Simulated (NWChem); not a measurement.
# Polarisability of AgF

```xyz
2

Ag     0.0000     0.0000    -0.3172
F      0.0000     0.0000     1.6566
```
Charge 0, spin multiplicity 1.

The numbers come from NWChem runs, not from measurements. Structure: optimised with PBE0/def2-SVP with def2 effective core potentials on Ag, a minimum by its harmonic frequencies.

Basis set: def2-SVPD. Static limit.

| method | isotropic polarisability (bohr³) | difference from CCSD linear response |
|---|---|---|
| B3LYP | 23.91 | +2.26 |
| HF | 15.83 | -5.82 |
| PBE0 | 22.87 | +1.22 |
| PBE | 26.67 | +5.02 |
| CCSD linear response | 21.65 | 0.00 |

The values span 10.84 bohr³, from HF (lowest) to PBE (highest). 

Effective core potentials replace the inner electrons of Ag; spin-orbit coupling is left out. The correlated methods keep 5 core orbitals frozen. B3LYP has NWChem's definition, with VWN1-RPA local correlation. The structure started from a generated list of species. Coupled-cluster values serve here as a point of comparison, not as the truth.
